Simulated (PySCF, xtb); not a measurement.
SnF4, SMILES [F][Sn]([F])([F])[F].

GFN2-xTB (xtb) at its own geometry gives an orbital gap of 3.99 eV and a dipole moment of 0.00 D.

Coordinates come from a PBE0-D3(BJ)/def2-SVP optimisation. The isomer is the one that the SMILES or the coordinates give; other isomers of the formula were not compared. The def2 effective core potentials stand for the cores of Sn; spin–orbit coupling is left out.

Q: What does PBE0/def2-TZVP in PySCF give? (Estimate from the structure and the level; the computed values follow.)

A: gap 8.45 eV (levels -12.39 and -3.94 eV), dipole 0.00 D.
